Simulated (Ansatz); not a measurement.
`C[SiH](C)[AlH2]` + HBr → `[AlH2][Br]` + `C[SiH2]C` at 298.15 K and 1 bar (cleavage of the Al–Si bond).

Program: Ansatz. Geometries: PBE0-D4/def2-TZVP. ΔE: electronic, gas phase. CCSD(T)/CBS is the MP2 limit (def2-TZVPP, def2-QZVPP) plus CCSD(T) − MP2 in def2-TZVPP, frozen cores. For Br outer-core shells are correlated without core-valence functions, which leaves a few kJ/mol of doubt a bond. Scalar relativity is left out up to krypton.

```json
{"species": "`C[SiH](C)[AlH2]`", "CCSD(T)/CBS energy (Eh)": "-612.61135", "H − E (kJ/mol)": "275.3", "S (J/(mol·K))": "372.6"}
{"species": "HBr", "CCSD(T)/CBS energy (Eh)": "-2573.91920", "H − E (kJ/mol)": "24.6", "S (J/(mol·K))": "198.6"}
{"species": "`[AlH2][Br]`", "CCSD(T)/CBS energy (Eh)": "-2816.58301", "H − E (kJ/mol)": "49.0", "S (J/(mol·K))": "265.0"}
{"species": "`C[SiH2]C`", "CCSD(T)/CBS energy (Eh)": "-370.01595", "H − E (kJ/mol)": "253.8", "S (J/(mol·K))": "297.2"}
```

H − E and S are ideal-gas, rigid-rotor, harmonic terms from PBE0-D4/def2-TZVP. 1 Eh = 2625.50 kJ/mol, R = 8.31446 J/(mol·K).

By hand: ΔE, ΔH, ΔS and ΔG.

ΔE = (-2816.58301) + (-370.01595) − (-612.61135) − (-2573.91920) = -0.06841 Eh = -179.6 kJ/mol. Δ(H − E) = 49.0 + 253.8 − 275.3 − 24.6 = 2.9, so ΔH = -176.7 kJ/mol. ΔS = 265.0 + 297.2 − 372.6 − 198.6 = -9.0 J/(mol·K). ΔG = -176.7 − 298.15 × (-9.0)/1000 = -174.0 kJ/mol.

By hand: the equilibrium constant, and the temperature at which ΔG would vanish if ΔH and ΔS stayed fixed.

log₁₀ K = −ΔG/(RT ln 10) = 30.5. ΔG = 0 at ΔH/ΔS = 19633 K, far beyond where these terms or the molecules hold.

The number of gas molecules stays the same, so ΔS is small and ΔH decides. A doubt of 5 kJ/mol in ΔE shifts log₁₀ K by 0.9 here. Modes under 60 cm⁻¹, often nearly free rotors, make the harmonic entropy too high. These are equilibria of isolated gas molecules and say nothing of rates. Largest T1 diagnostic: 0.010 (customary marks: 0.02 for closed shells, 0.045 for open ones).
